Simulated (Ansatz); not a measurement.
Consider the ligand exchange at the Si–C bond: `[SiH3]C1=CC1` + `OB(O)[SiH3]` → `OB([SiH3])O[SiH3]` + `C1=CC1`.

Program: Ansatz. Geometries: PBE0-D4/def2-TZVP. ΔE: electronic, gas phase. CBS: MP2 limit from def2 TZ/QZ plus the TZ coupled-cluster correction, frozen cores. This one scheme is used for every species. One conformer a species, not always the lowest.

| species | CCSD(T)/CBS(def2) energy (Eh) |
| --- | --- |
| `[SiH3]C1=CC1` | -406.74864 |
| `OB(O)[SiH3]` | -467.31854 |
| `OB([SiH3])O[SiH3]` | -757.63654 |
| `C1=CC1` | -116.45901 |

Question: Work out ΔE.

Answer: ΔE = (-757.63654) + (-116.45901) − (-406.74864) − (-467.31854) = -0.02837 Eh = -0.77 eV.

Largest T1 diagnostic among the species: 0.014.

In def2-TZVPP, CCSD(T) changes the Hartree–Fock value by +0.13 eV (the triples alone add +0.02 eV) and MP2 by +0.14 eV. From PBE to PBE0 (25 % exact exchange), in def2-TZVPP and without D4, ΔE moves by −0.06 eV.
